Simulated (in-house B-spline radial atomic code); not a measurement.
Ionising Sm II (Sm+) with different functionals

Computed with a B-spline radial code for spherical atoms: scalar-relativistic (spin-free X2C) Hamiltonian, Fermi nucleus of rms radius 5.0819 fm, spin-polarised at highest spin, spherical fractional occupations for the functionals, the average over the highest-spin determinants for Hartree-Fock. The ionisation energy is the difference of two self-consistent energies, [Xe] 4f6 6s1 → [Xe] 4f6, without Breit or QED terms; ε is the level of the shell that loses the electron (its least bound occupied spin orbital). There is no spin-orbit coupling in this Hamiltonian.

Hybrids are left out here: with spherical fractional occupations of an open shell their exact exchange keeps a self-interaction that integer-occupation calculations don't have.

| method | rung | ΔSCF (eV) | -ε(6s) (eV) |
| --- | --- | --- | --- |
| Hartree-Fock | Hartree-Fock | 10.32 | 10.35 |
| LDA VWN5 | LDA | 11.55 | 9.01 |
| LDA PW92 | LDA | 11.55 | 9.01 |
| LDA exchange-only | LDA | 10.92 | 8.42 |
| PBE | GGA | 11.36 | 8.79 |
| PBEsol | GGA | 11.30 | 8.83 |
| BLYP | GGA | 11.39 | 8.72 |
| RPBE | GGA | 11.27 | 8.69 |
| PW91 | GGA | 11.40 | 8.85 |
| BP86 | GGA | ? | ? |
| AM05 | GGA | 11.26 | 8.81 |
| OLYP | GGA | ? | ? |
| TPSS | meta-GGA | 11.04 | 8.63 |
| SCAN | meta-GGA | 11.40 | 9.08 |
| r2SCAN | meta-GGA | 11.12 | 8.90 |
| revTPSS | meta-GGA | 11.00 | 8.66 |

Question: What does BP86 give?

Answer: ΔSCF 11.41 eV, and -ε(6s) = 8.98 eV.

Question: What does OLYP give?

Answer: ΔSCF 11.06 eV, and -ε(6s) = 8.45 eV.

Question: How do they compare with the NIST value?

Answer: NIST lists 11.08 eV ± 0.02 (semi-empirical, ground level to ground level). Errors run from -0.76 to +0.47 eV; OLYP is closest (-0.01 eV), but part of that can be cancellation, since the calculations leave out spin-orbit coupling, Breit-QED terms, multiplet and fine-structure energies. Hartree-Fock also lacks correlation.
